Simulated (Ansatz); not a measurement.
Relaxation of Te2Pb⁺ with UKS PBE0-D4/def2-SVP.

```sh
$ ansatz run in.yaml --threads 4 --pin off --events-out ev --progress --plain --max-ram 3916MiB
```

```yaml
crystal:
  periodic: [false, false, false]
  atoms:
    - {symbol: Pb, position_ang: [-0.413920, -0.099530, 2.313680]}
    - {symbol: Te, position_ang: [-0.523790, -0.274430, -2.222640]}
    - {symbol: Te, position_ang: [0.937710, 0.373960, -0.091040]}
basis:
  gaussian: {orbitals: def2-SVP}
total_charge: 1
magnetization: {spin_polarized: true, initial_magnetization: 1}
hamiltonian: {xc: pbe0, dispersion: d4}
scf: {omitted_lower_state_checks: [starts]}
output: {orbitals: {seedname: orbitals}}
relax: {f_tol: 0.02, max_steps: 100}
```

It took 20 s on 4 threads of Arm Neoverse V2 on a shared host.

Positions (Å) and forces (eV/Å) at steps 1, 2, 3, 4, 5, 6, 7, 8 of 8:

```xyz
3
step=1 energy=-19829.6662 eV
Pb   -0.414   -0.100    2.314   -0.233   -0.098   -0.142
Te   -0.524   -0.274   -2.223   -0.245   -0.094    0.157
Te    0.938    0.374   -0.091    0.479    0.192   -0.016
3
step=2 energy=-19829.8885 eV
Pb   -0.500   -0.139    2.149   -0.129   -0.067   -0.530
Te   -0.605   -0.302   -2.048   -0.086   -0.018    0.570
Te    1.106    0.441   -0.102    0.216    0.086   -0.039
3
step=3 energy=-19830.1819 eV
Pb   -0.559   -0.168    1.971   -0.238   -0.116   -0.697
Te   -0.655   -0.317   -1.859   -0.180   -0.050    0.758
Te    1.215    0.485   -0.112    0.417    0.166   -0.061
3
step=4 energy=-19830.5667 eV
Pb   -0.615   -0.195    1.792   -0.318   -0.151   -0.793
Te   -0.701   -0.330   -1.670   -0.141   -0.029    0.954
Te    1.316    0.525   -0.123    0.459    0.180   -0.160
3
step=5 energy=-19830.9291 eV
Pb   -0.675   -0.224    1.618   -0.287   -0.128   -0.435
Te   -0.742   -0.340   -1.477    0.048    0.039    0.685
Te    1.416    0.565   -0.140    0.239    0.089   -0.250
3
step=6 energy=-19830.9327 eV
Pb   -0.770   -0.266    1.492    0.142    0.084    0.927
Te   -0.749   -0.338   -1.282   -0.083   -0.065   -1.082
Te    1.519    0.604   -0.209   -0.059   -0.019    0.155
3
step=7 energy=-19831.0085 eV
Pb   -0.731   -0.249    1.549    0.020    0.008   -0.011
Te   -0.746   -0.339   -1.369   -0.019   -0.008   -0.015
Te    1.477    0.588   -0.180   -0.001    0.000    0.026
3
step=8 energy=-19831.0086 eV
Pb   -0.728   -0.248    1.548   -0.005   -0.002    0.008
Te   -0.748   -0.340   -1.371    0.014    0.006    0.003
Te    1.476    0.588   -0.177   -0.009   -0.004   -0.011
```

In the def2 sets Pb, Te take a core potential; there is no spin–orbit coupling. The structure comes from a short search, and lower isomers may exist.
